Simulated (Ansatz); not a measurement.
Molecule: C2H3F2, net charge 0, doublet state. It need not be the lowest isomer of its formula. SMILES: F[C](C)F
Geometry: optimised at B3LYP-D3(BJ)/def2-TZVP (Ansatz, an electronic-structure program).

Atomisation energy built up term by term with Ansatz (kcal/mol; UHF references for open shells; valence terms freeze the core; atomic spin-orbit terms are left out). Basis-set limits of correlation are two-point, X^-3; Hartree-Fock from the larger set (for Q and 5 zeta extrapolated as (X+1)exp(-9√X)).

```csv
term,basis,kcal/mol
Hartree-Fock,"CBS(cc-pVQZ,cc-pV5Z)",___
CCSD correlation,"CBS(cc-pVQZ,cc-pV5Z)",159.92
(T),"CBS(cc-pVQZ,cc-pV5Z)",___
core correlation,cc-pwCVTZ,2.26
scalar relativity (X2C),cc-pVTZ-DK against cc-pVTZ,-0.69
sum: De,,___
```

**Question.** What belongs in the gaps?

**Answer.** 
- Hartree-Fock, kcal/mol: 458.11
- (T), kcal/mol: 11.56
- sum: De, kcal/mol: 631.2
